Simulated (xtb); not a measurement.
CH₃Cl₂Sn, charge +1, singlet, from a rough starting geometry (GFN-xTB shapes and energies of metal compounds can be far from the true ones); xtb with GFN2-xTB.

Input for xtb:
```
$ xtb mol.xyz --gfn 2 --chrg 1 --opt vtight --json

# file mol.xyz
7

Sn     0.85614940     0.56789124     0.24459973
C     -0.91510371    -0.65533028    -0.16984992
H     -0.57142050    -1.57633573    -0.79217337
H     -1.70052430    -0.09039609    -0.69366859
H     -1.29851487    -1.06741427     0.75054535
Cl     0.89249570     2.82125297    -0.46559420
Cl     2.73518751     0.03078458     1.16256559
```

What the program printed (banner, timings and long lists left out):

```
   ID    Z sym.   atoms
    1   50 Sn     1
    2    6 C      2
    3    1 H      3-5
    4   17 Cl     6, 7

           -------------------------------------------------
          |                Calculation Setup                |
           -------------------------------------------------

           -------------------------------------------------
          |                 G F N 2 - x T B                 |
           -------------------------------------------------

          ...................................................
          :                      SETUP                      :
          :.................................................:
          :  # basis functions                  37          :
          :  # atomic orbitals                  34          :
          :  # shells                           14          :
          :  # electrons                        24          :
          :  max. iterations                   250          :
          :  Hamiltonian                  GFN2-xTB          :
          :  restarted?                      false          :
          :  GBSA solvation                  false          :
          :  PC potential                    false          :
          :  electronic temp.          300.0000000     K    :
          :  accuracy                    1.0000000          :
          :  -> integral cutoff          0.2500000E+02      :
          :  -> integral neglect         0.1000000E-07      :
          :  -> SCF convergence          0.1000000E-05 Eh   :
          :  -> wf. convergence          0.1000000E-03 e    :
          :  Broyden damping             0.4000000          :
          :  net charge                          1          :
          :  unpaired electrons                  0          :
          ...................................................

 iter      E             dE          RMSdq      gap      omega  full diag
   1     -9.6282855 -0.962829E+01  0.392E+01    1.32       0.0  T
   2     -9.0556900  0.572595E+00  0.419E+01   10.34       1.0  T
   3    -14.0810179 -0.502533E+01  0.766E+00    3.76       1.0  T
   4    -14.4724963 -0.391478E+00  0.902E+00    2.97       1.0  T
   5    -14.4375677  0.349287E-01  0.806E+00    2.98       1.0  T
   6    -14.4927214 -0.551538E-01  0.744E+00    2.95       1.0  T
   7    -14.4818148  0.109066E-01  0.823E+00    2.99       1.0  T
   8    -14.5097401 -0.279252E-01  0.604E+00    2.81       1.0  T
   9    -14.5310131 -0.212730E-01  0.207E+00    2.65       1.0  T
  10    -14.5292349  0.177818E-02  0.136E+00    2.52       1.0  T
  11    -14.5320574 -0.282252E-02  0.234E-01    2.60       1.0  T
  12    -14.5314755  0.581948E-03  0.105E+00    2.56       1.0  T
  13    -14.5319540 -0.478582E-03  0.597E-01    2.58       1.0  T
  14    -14.5321011 -0.147110E-03  0.792E-02    2.60       1.0  T
  15    -14.5320994  0.171541E-05  0.707E-02    2.60       1.0  T
  16    -14.5321020 -0.261680E-05  0.695E-03    2.60       5.4  T
  17    -14.5321015  0.529134E-06  0.319E-02    2.60       1.2  T
  18    -14.5321016 -0.359271E-07  0.283E-02    2.60       1.3  T
  19    -14.5321022 -0.601713E-06  0.284E-03    2.60      13.3  T
  20    -14.5321022 -0.588262E-08  0.473E-04    2.60      79.9  T
  21    -14.5321022  0.339977E-10  0.366E-04    2.60     103.3  T

   *** convergence criteria satisfied after 21 iterations ***

         :::::::::::::::::::::::::::::::::::::::::::::::::::::
         ::                     SUMMARY                     ::
         :::::::::::::::::::::::::::::::::::::::::::::::::::::
         :: total energy             -14.478582032198 Eh    ::
         :: gradient norm              0.079638916301 Eh/a0 ::
         :: HOMO-LUMO gap              2.600107005758 eV    ::
         ::.................................................::
         :: SCC energy               -14.532095075316 Eh    ::
         :: -> isotropic ES            0.069965878964 Eh    ::
         :: -> anisotropic ES         -0.013286791406 Eh    ::
[...]
 * total energy  :   -14.4785820 Eh     change       -0.9394796E-10 Eh
 * total energy  :   -14.4846728 Eh     change       -0.6090816E-02 Eh
 * total energy  :   -14.4866698 Eh     change       -0.1996990E-02 Eh
 * total energy  :   -14.4875809 Eh     change       -0.9111062E-03 Eh
 * total energy  :   -14.4876386 Eh     change       -0.5766037E-04 Eh
 * total energy  :   -14.4876205 Eh     change        0.1808343E-04 Eh
 * total energy  :   -14.4876594 Eh     change       -0.3884068E-04 Eh
 * total energy  :   -14.4876622 Eh     change       -0.2845945E-05 Eh
 * total energy  :   -14.4876658 Eh     change       -0.3561507E-05 Eh
 * total energy  :   -14.4876659 Eh     change       -0.1039697E-06 Eh
 * total energy  :   -14.4876660 Eh     change       -0.1579146E-06 Eh
 * total energy  :   -14.4876661 Eh     change       -0.2602649E-07 Eh
   *** GEOMETRY OPTIMIZATION CONVERGED AFTER 12 ITERATIONS ***
         :: total energy             -14.487666057390 Eh    ::
[...]
         7        2.0000           -0.6508631             -17.7109
         8        2.0000           -0.6505191             -17.7015
         9        2.0000           -0.6312073             -17.1760
        10        2.0000           -0.6251256             -17.0105
        11        2.0000           -0.6227033             -16.9446
        12        2.0000           -0.6173635             -16.7993 (HOMO)
        13                         -0.5260647             -14.3150 (LUMO)
        14                         -0.4113352             -11.1930
        15                         -0.2876385              -7.8270
        16                         -0.2727572              -7.4221
        17                         -0.2705164              -7.3611
        18                         -0.2518808              -6.8540
        19                         -0.1882337              -5.1221
        20                         -0.1696321              -4.6159
        21                         -0.1681290              -4.5750
        22                         -0.1663539              -4.5267
        23                         -0.1654419              -4.5019
       ...                                ...                  ...
        34                          0.5128806              13.9562
      -------------------------------------------------------------
                  HL-Gap            0.0912988 Eh            2.4844 eV
             Fermi-level           -0.5717141 Eh          -15.5571 eV

     #   Z          covCN         q      C6AA      α(0)
     1  50 Sn       2.478     0.488   378.915    38.968
     2   6 C        3.630    -0.126    23.376     6.962
     3   1 H        0.925     0.164     1.302     1.784
     4   1 H        0.925     0.169     1.272     1.764
     5   1 H        0.925     0.164     1.302     1.785
     6  17 Cl       0.810     0.070    97.010    15.067
     7  17 Cl       0.810     0.071    96.990    15.066

 Mol. C6AA /au·bohr⁶  :       2216.708394
 Mol. C8AA /au·bohr⁸  :     144804.208369
 Mol. α(0) /au        :         81.396029

Wiberg/Mayer (AO) data.
largest (>0.10) Wiberg bond orders for each atom

 ---------------------------------------------------------------------------
     #   Z sym  total        # sym  WBO       # sym  WBO       # sym  WBO
 ---------------------------------------------------------------------------
     1  50 Sn   2.933 --     7 Cl   1.097     6 Cl   1.096     2 C    0.596
     2   6 C    3.930 --     4 H    0.920     3 H    0.917     5 H    0.917
                             1 Sn   0.596     6 Cl   0.290     7 Cl   0.290
     3   1 H    0.973 --     2 C    0.917
     4   1 H    0.972 --     2 C    0.920
     5   1 H    0.973 --     2 C    0.917
     6  17 Cl   1.584 --     1 Sn   1.096     2 C    0.290     7 Cl   0.188
     7  17 Cl   1.585 --     1 Sn   1.097     2 C    0.290     6 Cl   0.188
 ---------------------------------------------------------------------------

Topologies differ in total number of bonds
Writing topology from bond orders to xtbtopo.mol

molecular dipole:
                 x           y           z       tot (Debye)
 q only:        0.356       0.288       0.082
   full:        0.574       0.458       0.126       1.894
molecular quadrupole (traceless):
                xx          xy          yy          xz          yz          zz
 q only:        2.770       4.039       0.911       1.977       0.165      -3.682
  q+dip:        3.574       4.588       2.160       3.479      -0.854      -5.734
   full:        2.179       3.670       0.326       1.083       0.689      -2.506

optimized geometry written to: xtbopt.xyz

           -------------------------------------------------
          | TOTAL ENERGY              -14.487666057390 Eh   |
          | GRADIENT NORM               0.000042074910 Eh/α |
          | HOMO-LUMO GAP               2.484366835643 eV   |
           -------------------------------------------------

normal termination of xtb
```
